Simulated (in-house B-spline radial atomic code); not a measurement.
A run on Cr that did not converge. Method: non-relativistic wB97X, spin-polarised, spherical fractional occupations, point nucleus; computed with an all-electron radial atomic-structure program (B-spline basis).

Command:
```bash
python run_scf.py task.json out
```
Settings:
```
Z                24
configuration    [Ar] 3d5 4s0.625 4f0.375
hamiltonian      nr
method           wb97x
spin_polarised   True
```

First and last ten iterations of the last attempt (damped for 15 steps, keeping 80 % of the old Fock matrix, then DIIS):
```
 iter        energy (Eh)    residual
    1       -1034.661302    3.42e-01
    2       -1037.992080    4.34e-01
    3       -1040.948092    2.94e-01
    4       -1042.601940    1.95e-01
    5       -1043.491074    1.26e-01
    6       -1043.950085    8.14e-02
    7       -1044.155988    5.68e-02
    8       -1044.253112    3.86e-02
    9       -1044.297938    2.58e-02
   10       -1044.319319    1.82e-02
  111       -1044.343588    1.53e-04
  112       -1044.343589    1.83e-04
  113       -1044.343591    1.84e-04
  114       -1044.343586    1.88e-04
  115       -1044.343588    2.06e-04
  116       -1044.343716    4.73e-04
  117       -1044.343506    3.85e-03
  118       -1044.343747    3.90e-04
  119       -1044.343494    2.35e-04
  120       -1044.343596    1.53e-04
 not converged after 120 iterations
```

The smallest residual met was 1.4e-04; the threshold is about 2e-07. No energy from this run should be used. Cost of the run: 6.1 s on 1 thread of Intel(R) Xeon(R) 6975P-C (shared host).
